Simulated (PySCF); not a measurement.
ClGeH6NSi.

```xyz
10

N     -1.8859     0.8729     0.8781
Si    -0.8909    -0.3522     0.1995
Cl    -1.0803    -0.5763    -1.8790
Ge     1.3828     0.2078     0.5811
H     -2.8864     0.7229     0.9597
H     -1.6818     1.8485     0.6895
H     -1.3187    -1.6515     0.7858
H      2.3156    -0.7736    -0.1479
H      1.6431     1.6261     0.0364
H      1.7185     0.1965     2.0843
```
Charge 0, spin multiplicity 1.

Geometry optimised at PBE0-D3(BJ)/def2-SVP. The structure was generated by enumeration; whether it is a known compound was not checked. Other conformers were not sampled.

These are B3LYP/pcSseg-1 in PySCF values and carry that method's errors. Non-relativistic, no solvent.

Computed absolute GIAO shielding of each atom: isotropic value and principal components (ppm):
| atom | σ(iso) | σ11 | σ22 | σ33 | span |
|---|---|---|---|---|---|
| N1 | 220.2 | 201.1 | 217.8 | 241.7 | 40.6 |
| Si2 | 338.6 | 298.4 | 340.1 | 377.3 | 78.9 |
| Cl3 | 836.4 | 655.3 | 872.5 | 981.5 | 326.2 |
| Ge4 | 1632.2 | 1599.9 | 1642.0 | 1654.6 | 54.7 |
| H5 | 29.9 | 23.3 | 25.5 | 41.0 | 17.7 |
| H6 | 30.3 | 23.8 | 27.9 | 39.1 | 15.3 |
| H7 | 25.9 | 22.5 | 24.0 | 31.2 | 8.7 |
| H8 | 27.9 | 21.7 | 23.3 | 38.8 | 17.1 |
| H9 | 27.9 | 22.1 | 23.5 | 38.2 | 16.0 |
| H10 | 27.9 | 21.7 | 22.6 | 39.3 | 17.6 |
